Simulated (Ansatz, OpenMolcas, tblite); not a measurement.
# BSiH4O2F (SMILES OB(F)O[SiH3]): methods side by side

BSiH4O2F has 9 atoms, charge 0, and is taken as a singlet. SMILES: `OB(F)O[SiH3]`. The shape is that of a PBE0-D4/def2-TZVP optimisation. This is one conformer, not always the lowest.

Quantity: the vertical ionisation energy (to the doublet cation), in eV. The values are calculated.

| level | kind | program | value (eV) | CPU time (all runs) |
| --- | --- | --- | --- | --- |
| GFN1-xTB | semi-empirical | tblite | 15.31 | under 2 s |
| SVWN5/6-31G* (spherical functions) | LDA | OpenMolcas | 10.83 | 4.4 min |
| BLYP/6-31G* (spherical functions) | GGA | OpenMolcas | 10.58 | 2.7 min |
| M06-L/6-31G* (spherical functions) | meta-GGA | OpenMolcas | 11.37 | 4.8 min |
| HSE06/6-31G* (spherical functions) | range-separated hybrid | Ansatz | 11.27 | 22 s |
| B2PLYP/6-31G* (spherical functions) | double hybrid | Ansatz | 11.41 | 27 s |
| PBE-QIDH/6-31G* (spherical functions) | double hybrid | Ansatz | 11.83 | 33 s |
| RPA@PBE0/6-31G* (spherical functions) | RPA | Ansatz | 11.21 | 26 s |
| MP2/6-31G* (spherical functions) | perturbation theory | Ansatz | 12.27 | 14 s |
| CCSD/6-31G* (spherical functions) | coupled cluster or CI | Ansatz | 11.56 | 64 s |

The values span 10.58 to 15.31 eV. The xTB values lack the empirical shift that such differences need. CPU times are rough (shared hosts, several kinds of processor and program).
